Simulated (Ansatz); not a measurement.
Geometry optimisation, Ansatz 0.2.0, RHF/def2-SVP.

input.yaml

```yaml
crystal:
  periodic: [false, false, false]
  atoms:
    - { symbol: B, position_ang: [0.071284, -0.223195, 0.284855] }
    - { symbol: "N", position_ang: [0.070721, -0.290581, 1.756544] }
    - { symbol: H, position_ang: [-0.739624, -0.610291, 2.249758] }
    - { symbol: H, position_ang: [0.925158, -0.392239, 2.266211] }
    - { symbol: H, position_ang: [1.078844, -0.117377, -0.330673] }
    - { symbol: F, position_ang: [-1.089367, -0.370147, -0.334254] }
    - { symbol: O, position_ang: [-0.353295, 2.349981, 0.476572] }
    - { symbol: H, position_ang: [-1.271465, 2.354741, 0.239181] }
    - { symbol: H, position_ang: [-0.314455, 1.898808, 1.334606] }
basis:
  gaussian: { orbitals: def2-SVP }
hamiltonian:
  xc: hf
relax:
  f_tol: 0.03
  max_steps: 50
```

Launched with:

```bash
$ ansatz run input.yaml --threads 1 --pin off --max-ram 2048MiB --backend cpu --events-out ev --progress --plain --runs-dir out
```

Question: Where does it end, and by what steps?

Answer: The run converged. After 25 steps the energy has fallen by 0.195 eV; H9 moved furthest, 1.04 Å.

```tsv
step	energy less start (eV)	largest force component (eV/Å)	accepted
0	0.0000	2.349	yes
1	-0.1269	1.257	yes
2	-0.0976	2.138	no
3	-0.1567	0.452	yes
4	-0.1627	0.379	yes
5	-0.1333	1.479	no
6	-0.1686	0.305	yes
7	-0.1712	0.491	yes
8	-0.1764	0.256	yes
9	-0.1794	0.136	yes
10	-0.1541	1.748	no
11	-0.1830	0.100	yes
12	-0.1829	0.521	no
13	-0.1847	0.042	yes
14	-0.1862	0.151	yes
15	-0.1879	0.248	yes
16	-0.1884	0.441	yes
17	-0.1839	0.649	no
18	-0.1907	0.236	yes
19	-0.1911	0.327	yes
20	-0.1926	0.101	yes
21	-0.1938	0.063	yes
22	-0.1942	0.057	yes
23	-0.1945	0.076	yes
24	-0.1946	0.037	yes
25	-0.1946	0.008	yes
```

```xyz
9
Properties=species:S:1:pos:R:3
B 0.093 -0.317 0.429
N 0.202 -0.731 1.751
H -0.590 -0.859 2.347
H 1.082 -0.918 2.183
H 1.042 -0.192 -0.284
F -1.126 -0.085 -0.072
O -0.442 2.735 0.434
H -1.000 2.203 -0.115
H -0.882 2.764 1.270
```

Time of the run: 42 s on 1 thread of Arm Neoverse V1, with other jobs on the host, peak memory 0.13 GiB.
